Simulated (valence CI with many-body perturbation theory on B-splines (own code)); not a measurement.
## E1 line list for Rh¹³⁺

Computed by configuration interaction combined with many-body perturbation theory (CI+MBPT): four valence electrons over a frozen Dirac-Fock core [Ar] 3d10, radial functions for each j: 11 s, 11 p, 9 d, 7 f, 5 g, 2 h, 1 i, with the one-electron correlation potential Σ1, the two-electron term Σ2, the three-electron term Σ3, Breit, model QED; selected CI, second order for the rest (own B-spline code, finite nucleus).

No measured levels were compared; by estimate levels hold to about 250 cm⁻¹ or 0.2 % of their energy and the worst to 1 %, as in measured heavy ions of charge 2 to 7; those with d or f electrons hold less well.

Lines 151 to 200 of 230 in falling wavelength, among levels below 109.22 eV, chosen from the strongest by gf and those to the six lowest levels. Wavelengths and rates use the calculated energies, so an error of 800 cm⁻¹ moves a line at 203.6 Å by 0.16 % and its rate by three times that or more. Electric multipoles are in the length gauge, E1 and E2 with the static RPA response of the core. Weak lines are less certain than strong ones. Lines between different terms over intervals too small for the method are left out, as are lines whose strength nearly cancels. The highest levels of a list are the least certain.

Names give the largest LS component (configuration and term), which can be under half, so a name can repeat, a term be missing and a line seem to break the LS rules; names also repeat where a configuration has a term twice. Letters in brackets count levels of one name in rising energy.

| λ vac (Å) | Upper | Lower | A (s⁻¹) | log gf | Branch % |
| --- | --- | --- | --- | --- | --- |
| 203.6 | 4s²4p4d ³P°_2 | 4s²4p² ³P_1 | 4.77e+10 | 0.17 | 51.6 |
| 202.6 | 4s4p²4d ³P_1 [b] | 4s4p³ ³P°_1 | 5.15e+10 | -0.02 | 53.8 |
| 202.2 | 4s²4p4d ¹P°_1 | 4s²4p² ¹S_0 | 1.11e+11 | 0.31 | 97.2 |
| 202.2 | 4s4p²4d ³D_2 [c] | 4s4p³ ³P°_2 | 3.19e+10 | -0.01 | 33.0 |
| 201.9 | 4s4p²4d ³D_3 [a] | 4s4p³ ³D°_3 | 2.55e+10 | 0.04 | 52.9 |
| 201.2 | 4s4p²4d ³F_2 [a] | 4s4p³ ⁵S°_2 | 8.10e+08 | -1.61 | 12.9 |
| 200.7 | 4s4p²4d ³P_1 [b] | 4s4p³ ³P°_0 | 2.38e+10 | -0.37 | 24.9 |
| 199.8 | 4s4p²4d ³S_1 | 4s4p³ ³P°_2 | 3.88e+10 | -0.16 | 37.4 |
| 199.4 | 4s4p²4d ³F_2 [b] | 4s4p³ ³D°_1 | 2.93e+10 | -0.06 | 53.0 |
| 199.3 | 4s4p²4d ³P_0 [a] | 4s4p³ ³D°_1 | 2.59e+10 | -0.81 | 37.2 |
| 199.3 | 4s²4p4d ³D°_1 | 4s²4p² ³P_1 | 1.27e+10 | -0.64 | 9.0 |
| 199.2 | 4s4p²4d ¹G_4 | 4s4p³ ³D°_3 | 1.21e+10 | -0.19 | 75.4 |
| 198.9 | 4s4p²4d ³P_2 [b] | 4s4p³ ³P°_2 | 3.23e+10 | -0.02 | 31.5 |
| 198.8 | 4s4p²4d ³D_3 [b] | 4s4p³ ³D°_3 | 2.30e+10 | -0.02 | 27.7 |
| 198.7 | 4s4p²4d ³D_3 [c] | 4s4p³ ³P°_2 | 2.55e+10 | 0.02 | 58.5 |
| 197.0 | 4s4p²4d ³D_3 [a] | 4s4p³ ³D°_2 | 6.46e+09 | -0.58 | 13.4 |
| 197.0 | 4s4p²4d ³P_2 [b] | 4s4p³ ³P°_1 | 2.97e+10 | -0.06 | 28.9 |
| 196.4 | 4s4p²4d ³D_1 [a] | 4s4p³ ³D°_2 | 2.98e+10 | -0.29 | 54.9 |
| 196.4 | 4s²4p4d ¹D°_2 | 4s²4p² ³P_2 | 2.23e+10 | -0.19 | 20.4 |
| 196.2 | 4s4p²4d ³F_3 [a] | 4s4p³ ⁵S°_2 | 1.17e+10 | -0.33 | 74.5 |
| 196.1 | 4s4p²4d ³D_2 [a] | 4s4p³ ³D°_3 | 2.05e+10 | -0.23 | 19.4 |
| 196.1 | 4s4p²4d ³S_1 | 4s4p³ ³P°_0 | 1.42e+10 | -0.61 | 13.7 |
| 195.0 | 4s4p²4d ³D_1 [a] | 4s4p³ ³D°_1 | 8.22e+09 | -0.85 | 15.2 |
| 194.0 | 4s4p²4d ³D_3 [b] | 4s4p³ ³D°_2 | 3.51e+10 | 0.14 | 42.2 |
| 192.7 | 4s4p²4d ³F_3 [b] | 4s4p³ ³D°_3 | 5.09e+10 | 0.30 | 58.2 |
| 192.4 | 4s4p²4d ³P_2 [a] | 4s4p³ ⁵S°_2 | 1.73e+07 | -3.32 | 0.0 |
| 192.1 | 4s²4p4d ¹F°_3 | 4s²4p² ¹D_2 | 1.37e+11 | 0.72 | 80.9 |
| 191.9 | 4s²4p4d ³P°_1 | 4s²4p² ³P_2 | 2.39e+10 | -0.40 | 20.1 |
| 191.7 | 4s²4p4d ¹D°_2 | 4s²4p² ³P_1 | 5.95e+10 | 0.21 | 54.4 |
| 191.6 | 4s4p²4d ⁵P_3 | 4s4p³ ⁵S°_2 | 1.10e+11 | 0.63 | 94.8 |
| 191.4 | 4s4p²4d ³D_2 [a] | 4s4p³ ³D°_2 | 6.66e+10 | 0.26 | 63.0 |
| 191.2 | 4s²4p4d ³D°_3 | 4s²4p² ³P_2 | 1.25e+11 | 0.68 | 86.7 |
| 190.8 | 4s4p²4d ³D_1 [b] | 4s4p³ ³D°_2 | 5.79e+09 | -1.02 | 6.9 |
| 190.0 | 4s²4p4d ³D°_2 | 4s²4p² ³P_2 | 4.01e+10 | 0.04 | 32.4 |
| 189.5 | 4s4p²4d ³D_1 [b] | 4s4p³ ³D°_1 | 3.64e+10 | -0.23 | 43.5 |
| 189.5 | 4s4p²4d ⁵P_2 | 4s4p³ ⁵S°_2 | 1.34e+11 | 0.56 | 98.4 |
| 189.3 | 4s4p²4d ³D_1 [c] | 4s4p³ ³D°_2 | 1.64e+10 | -0.58 | 17.9 |
| 189.0 | 4s²4p4d ³P°_0 | 4s²4p² ³P_1 | 9.88e+10 | -0.28 | 100.0 |
| 188.9 | 4s²4p4d ¹P°_1 | 4s²4p² ¹D_2 | 5.80e+07 | -3.03 | 0.1 |
| 188.6 | 4s4p²4d ³F_3 [c] | 4s4p³ ³D°_3 | 9.32e+09 | -0.46 | 6.6 |
| 188.5 | 4s4p²4d ⁵P_1 | 4s4p³ ⁵S°_2 | 1.31e+11 | 0.32 | 96.5 |
| 188.2 | 4s4p²4d ³F_3 [b] | 4s4p³ ³D°_2 | 2.04e+10 | -0.12 | 23.3 |
| 188.0 | 4s4p²4d ³D_1 [c] | 4s4p³ ³D°_1 | 1.88e+10 | -0.52 | 20.6 |
| 187.7 | 4s²4p4d ³D°_1 | 4s²4p² ³P_0 | 1.23e+11 | 0.29 | 87.7 |
| 187.5 | 4s4p²4d ³D_2 [b] | 4s4p³ ³D°_2 | 8.83e+09 | -0.63 | 11.5 |
| 187.4 | 4s²4p4d ³P°_1 | 4s²4p² ³P_1 | 7.75e+10 | 0.09 | 65.0 |
| 186.2 | 4s4p²4d ³D_2 [b] | 4s4p³ ³D°_1 | 9.94e+09 | -0.59 | 12.9 |
| 185.6 | 4s²4p4d ³D°_2 | 4s²4p² ³P_1 | 2.67e+10 | -0.16 | 21.6 |
| 185.6 | 4s4p²4d ³P_0 [b] | 4s4p³ ³D°_1 | 3.72e+10 | -0.72 | 34.6 |
| 185.4 | 4s4p²4d ³P_1 [a] | 4s4p³ ⁵S°_2 | 1.13e+10 | -0.76 | 14.6 |

(1) How does gf follow from A for the line at 200.7 Å?

## Answers

(1) gf = 1.4992 × (2J+1)_upper × A / σ², with σ = 498178 cm⁻¹ and 2J+1 = 3: gf = 0.431.
